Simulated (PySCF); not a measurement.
Vibration and rotation of IO

UHF-CCSD(T) constants of IO, ²Π (doublet), unpaired electrons π ↑ (I cc-pVDZ-PP with ECP28, O cc-pVDZ; scalar-relativistic core potentials (PySCF 2.14); masses 126.9045 and 15.9949 u):

- ωe: 572.4 cm⁻¹
- ωexe: 3.25 cm⁻¹
- Be: 0.30249 cm⁻¹
- αe: 0.00229 cm⁻¹
- D (centrifugal): 3.38e-07 cm⁻¹
- De to I + O: 1.51 eV

Task: Give the vibrational terms G(v) and spacings up to v = 6.

Result: G(v) = ωe(v+½) − ωexe(v+½)².

| v | G(v) (cm⁻¹) | G(v) − G(v−1) | Bv (cm⁻¹) |
| --- | --- | --- | --- |
| 0 | 285 |  | 0.3013 |
| 1 | 851 | 566 | 0.2991 |
| 2 | 1411 | 559 | 0.2968 |
| 3 | 1964 | 553 | 0.2945 |
| 4 | 2510 | 546 | 0.2922 |
| 5 | 3050 | 540 | 0.2899 |
| 6 | 3583 | 533 | 0.2876 |

Correlated steps freeze 5 core orbitals. Correlated levels converge slowly with the basis: in double zeta they bind strong bonds too weakly, by up to about 1 eV, and carry superposition errors of some tenths. Spin–orbit coupling is left out, which matters for elements this heavy, above all for dissociation energies. The state was picked by a PBE0 search and need not be the measured ground state.
